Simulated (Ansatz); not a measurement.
Reaction (cleavage of the Si–In bond): `[SiH3][In]([Cl])[Cl]` + `[CH3][In]([OH])[F]` → `[CH3][In]([F])[O][SiH3]` + `[Cl][InH][Cl]`

Gas-phase electronic energies from Ansatz, PBE0-D4/def2-TZVP geometries. CBS: MP2 limit from def2 TZ/QZ plus the TZ coupled-cluster correction, frozen cores. Functionals use def2-TZVPP. Elements past krypton have def2 core potentials. For In outer-core shells are correlated without core-valence functions, which leaves a few kJ/mol of doubt a bond. Each species was taken in one conformer, which may not be the lowest.

```tsv
level	ΔE (eV)
r2SCAN0-D4	-0.63
ωB97X-V	-0.66
LC-ωPBE	-0.64
RPA@PBE/def2-TZVPP	-0.67
```

Problem. What does CCSD(T)/CBS give? (Best estimate.)

Solution. The calculation gave: -0.64 eV. The listed levels differ from it by 0.01, -0.02, 0.00, -0.03 eV.

Largest T1 diagnostic among the species: 0.016.

Leaving LDA and LC-ωPBE aside and taking each functional with its dispersion term where it has one, the values, not all of them listed here, spread over 0.36 eV, from BHLYP-D4 to PBE-D4. LDA lies −0.06 eV from PBE without D4. In def2-TZVPP, CCSD(T) changes the Hartree–Fock value by +0.28 eV (the triples alone add +0.03 eV) and MP2 by +0.28 eV.
